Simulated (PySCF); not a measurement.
Pb(H)(NMe2) (C₂H₇NPb), SMILES C[N](C)[PbH] (connectivity only; charge and spin as stated), neutral, multiplicity 1.

The structure is a stationary point at B3LYP-D3(BJ)/def2-SVP. The def2 effective core potentials stand for the cores of Pb; spin–orbit coupling is left out.

Computed with PBE/def2-TZVP (PySCF).

Symmetry labels are those of the subgroup Cs that the program uses (full group Cs).

Computed valence orbital energies around the gap with their symmetry:
| orbital | symmetry | energy (eV) |
|---|---|---|
| HOMO−7 | A" | -10.77 |
| HOMO−6 | A' | -10.77 |
| HOMO−5 | A' | -10.35 |
| HOMO−4 | A" | -9.20 |
| HOMO−3 | A' | -8.76 |
| HOMO−2 | A' | -7.02 |
| HOMO−1 | A' | -5.59 |
| HOMO | A" | -4.97 |
| LUMO | A" | -2.66 |
| LUMO+1 | A' | -0.76 |
| LUMO+2 | A' | 0.17 |
| LUMO+3 | A' | 0.86 |
